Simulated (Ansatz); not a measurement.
Program: Ansatz 0.2.0.

A structure relaxed at PBE0-D4/def2-TZVP, charge 0, multiplicity 1:

Cartesian coordinates in Å:
```
N -0.0653 1.7499 -0.4956
C -0.2186 0.5776 -0.0973
C 0.0743 -0.8258 -0.3207
As -1.0639 -0.4714 1.3261
H 0.5012 1.7745 -1.3498
H 1.0896 -1.1797 -0.1742
H -0.4748 -1.3322 -1.1099
H 0.1575 -0.2930 2.2212
```

Question: Give its formula and SMILES.

Answer: C2H4AsN, `N=C1C[AsH]1`.

Question: Summarise the bond lengths by kind.

Answer: 1 × C–N 1.248 Å; 1 × H–N 1.025 Å; 1 × C–C 1.451 Å; 2 × As–C 1.960 to 2.033 Å; 2 × C–H 1.085 to 1.087 Å; 1 × As–H 1.525 Å.
